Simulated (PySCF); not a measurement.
The 3-electron isoelectronic series, spin-free X2C

Calculated with PySCF 2.14 from differences of total energies of unrestricted determinants, without spin-orbit coupling. Each ion has its own even-tempered basis scaled to its charge (19s8p5d5f4g for the first); frozen: nothing. Ionisation energies in eV, correlation energies of the ion in mhartree.

| ion | configuration | UHF | LDA | PBE | PBE0 | r2SCAN | MP2 (all electrons) | E_corr MP2 | NIST (with spin-orbit, Breit and QED) |
| --- | --- | --- | --- | --- | --- | --- | --- | --- | --- |
| Ce⁵⁵⁺ | [He] 2s1 (2S) | 11471.1 | 11462.3 | 11476.5 | 11475.2 | 11467.8 | 11471.3 | -68.2 | 11459.85 ± 0.06 (t) |
| Pr⁵⁶⁺ | [He] 2s1 (2S) | 11907.8 | 11898.8 | 11913.4 | 11912.1 | 11904.5 | 11908.0 | -68.9 | 11895.89 ± 0.06 (t) |
| Nd⁵⁷⁺ | [He] 2s1 (2S) | 12354.3 | 12345.1 | 12360.0 | 12358.7 | 12350.9 | 12354.5 | -69.6 | 12341.66 ± 0.07 (t) |
| Pm⁵⁸⁺ | [He] 2s1 (2S) | 12810.7 | 12801.2 | 12816.5 | 12815.1 | 12807.2 | 12810.9 | -70.3 | 12797.26 ± 0.07 (t) |
| Sm⁵⁹⁺ | [He] 2s1 (2S) | 13277.0 | 13267.3 | 13283.0 | 13281.6 | 13273.6 | 13277.2 | -71.0 | 13262.85 ± 0.09 (t) |
| Eu⁶⁰⁺ | [He] 2s1 (2S) | 13753.6 | 13743.6 | 13759.7 | 13758.2 | 13750.1 | 13753.8 | -71.7 | 13738.58 ± 0.09 (t) |
| Gd⁶¹⁺ | [He] 2s1 (2S) | 14240.4 | 14230.2 | 14246.7 | 14245.2 | 14236.9 | 14240.7 | -72.5 | 14224.57 ± 0.1 (t) |
| Tb⁶²⁺ | [He] 2s1 (2S) | 14737.8 | 14727.3 | 14744.2 | 14742.6 | 14734.1 | 14738.0 | -73.3 | 14721.02 ± 0.1 (t) |
| Ho⁶⁴⁺ | [He] 2s1 (2S) | 15764.5 | 15753.4 | 15771.2 | 15769.6 | 15760.7 | 15764.7 | -74.9 | 15745.77 ± 0.11 (t) |

(1) Interpolate the row of Dy⁶³⁺.

Each ion has its own basis, which adds noise of up to about 0.1 % along the series.

NIST values marked (s) are semi-empirical, (t) theoretical. Open shells are high-spin determinants of the terms that Hund's rules give.

At high Z the X2C-1e correlation energies are inflated by the missing two-electron picture change in the 1s pairs.

Answers

(1) configuration [He] 2s1 (2S); UHF 15245.7; LDA 15235.0; PBE 15252.3; PBE0 15250.7; r2SCAN 15242.0; MP2 (all electrons) 15245.9; E_corr MP2 -74.0; NIST (with spin-orbit, Breit and QED) 15228.06 ± 0.11 (t).
